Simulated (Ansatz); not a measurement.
Reaction (cleavage of the Ge–Si bond): `[OH][GeH2][SiH2][SiH3]` + H₂S → `[OH][GeH2][SH]` + `[SiH3][SiH3]`

Calculated with Ansatz (gas phase, PBE0-D4/def2-TZVP geometries, no zero-point term in ΔE). CCSD(T)/CBS is the MP2 limit (def2-TZVPP, def2-QZVPP) plus CCSD(T) − MP2 in def2-TZVPP, frozen cores. This one scheme is used for every species. DFT in def2-TZVPP. HSE06 is defined as in plane-wave codes. For Ge outer-core shells are correlated without core-valence functions, which leaves a few kJ/mol of doubt a bond. Scalar relativity is left out up to krypton. One conformer a species, not always the lowest.

`[OH][GeH2][SiH2][SiH3]`:

Cartesian coordinates in Å:
```
O -1.766 1.177 -1.335
Ge -1.041 1.494 0.271
Si -0.074 -0.527 1.105
Si 1.432 -1.340 -0.487
H -1.119 0.885 -1.981
H -2.224 2.007 1.105
H 0.028 2.604 0.139
H -1.149 -1.527 1.351
H 0.634 -0.259 2.388
H 2.560 -0.382 -0.640
H 0.742 -1.458 -1.801
H 1.977 -2.673 -0.116
```

H₂S:

Z-matrix (Å, degrees):
```
S
H 1 1.341
H 1 1.341 2 92.3
```

`[OH][GeH2][SH]`:

Cartesian coordinates in Å:
```
O 1.585 -0.149 0.009
Ge -0.139 -0.559 -0.124
S -1.391 1.272 -0.067
H 1.845 0.534 -0.614
H -0.458 -1.208 -1.480
H -0.389 -1.471 1.079
H -1.052 1.579 1.196
```

`[SiH3][SiH3]`:

```xyz
8

Si   -0.015   -0.969    0.654
Si    0.015    0.969   -0.654
H     1.033   -1.919    0.191
H     0.244   -0.633    2.080
H    -1.340   -1.638    0.555
H    -0.240    0.633   -2.080
H     1.339    1.640   -0.552
H    -1.035    1.918   -0.193
```

| level | ΔE (eV) |
| --- | --- |
| LDA (SPW92) | -0.35 |
| PBE-D4 | -0.34 |
| r2SCAN-D4 | -0.41 |
| PBE0-D4 | -0.37 |
| r2SCAN0-D4 | -0.42 |
| HSE06-D4 | -0.37 |
| PBE | -0.37 |
| CCSD(T)/def2-TZVPP | -0.42 |

Task: What does CCSD(T)/CBS give? (Estimate.)

Result: Computed: -0.40 eV. The listed levels differ from it by 0.05, 0.06, -0.01, 0.03, -0.02, 0.03, 0.03, -0.02 eV.

Task: What do rigid-rotor, harmonic-oscillator terms from PBE0-D4/def2-TZVP frequencies (298.15 K, 1 bar) make of the CCSD(T)/CBS value? (An estimate is asked.)

Result: Ansatz gave: ΔZPE = +0.04 eV, ΔH = -0.40 eV, ΔS = -18 J/(mol·K), ΔG = -0.34 eV. Modes under 50 cm⁻¹ make the entropy rough.

Largest T1 diagnostic among the species: 0.013.

Leaving LDA and LC-ωPBE aside and taking each functional with its dispersion term where it has one, the values, not all of them listed here, spread over 0.12 eV, from B2PLYP to PBE-D4. At CCSD(T), def2-SVP lies −0.04 eV from the extrapolated value and def2-TZVPP −0.01 eV.
